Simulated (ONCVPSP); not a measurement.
## N: one change to an ONCV potential, before and after

* Element: nitrogen
* Generator: ONCVPSP 4.0.1
* Type: optimised norm-conserving Vanderbilt (ONCV)
* Functional: PBEsol
* Relativity: non-relativistic
* Frozen core: none
* Valence charge: 7
* Reference configuration: 1s2 2s2 2p3
* Partial waves: 1s+2s: rc 0.40 bohr, ncon 4, nbas 9, qcut 29.5 1/bohr, 2 projectors; 2p: rc 2.10 bohr, ncon 4, nbas 7, qcut 7.5 1/bohr, 1 projector; d scattering state at 0.06 Ha: rc 1.60 bohr, ncon 4, nbas 8, qcut 6 1/bohr, 2 projectors, debl 1.1 Ha
* Local potential: polynomial inside 0.30 bohr (lpopt 5, dvloc0 2 Ha)
* Core correction: none

All-electron outer shells of the reference configuration (PBEsol, non-relativistic, ld1.x):

```tsv
shell	level (eV)	outermost node (bohr)	outermost maximum (bohr)
1s	-382.85	–	0.15
2s	-18.43	0.32	1.02
2p	-7.04	–	0.98
```

Change: s: qcut 22.1; p: qcut 5.6; d: qcut 4.5.

Cutoffs: the cutoffs (Ha) at which the residual kinetic energy of the hardest occupied pseudo-wave falls to 1 and 0.1 mHa per electron; they do not see the model core or the augmentation charge, which bear on the density cutoff. Errors are all-electron minus pseudo energies relative to the spin-unpolarised reference configuration.

Question: Predict the effect on cutoff, ghosts and configuration errors.

Answer: The potential gets harder (353 Ha and 400 Ha → 642 Ha and 1480 Ha); both files keep a bound ghost (d); the lowest positive-energy flag moves from p at 41.8 eV to p at 24.8 eV; of the 4 tests that both files solve, the error grows in 4 and shrinks in 0 by more than 15 % and 0.3 meV (median size 232.5 → 376.7 meV).

```tsv
quantity	base	changed
cutoff, loose	353 Ha	642 Ha
cutoff, tight	400 Ha	1480 Ha
loose cutoff by channel	s 353 Ha, p 17 Ha	s 642 Ha, p 13 Ha
bound ghosts	d	d
GHOST(+) flags under 300 eV	p at 41.8 eV	p at 24.8 eV
error for 1s2 2s2 2p2, meV [ΔE 13.53 eV]	+46	+79
error for 1s2 2s2 2p1, meV [ΔE 42.27 eV]	+419	+675
error for 1s2 2s2 2p0, meV [ΔE 89.16 eV]	+1619	+2435
error for 1s2 2s1 2p4, meV [ΔE 11.40 eV]	-18	-29
s: phases at 0.41 bohr within 0.05 rad from the reference energy up to (Ha; the scan ends near 5)	to the end of the scan	to the end of the scan
p: phases at 2.13 bohr within 0.05 rad from the reference energy up to (Ha; the scan ends near 5)	0.7	0.8
d: phases at 1.63 bohr within 0.05 rad from the reference energy up to (Ha; the scan ends near 5)	to the end of the scan	to the end of the scan
```

 A true bound ghost makes a file unfit for plane-wave use even where its test errors are small: the radial tests pick states by their node count and pass the ghost by.
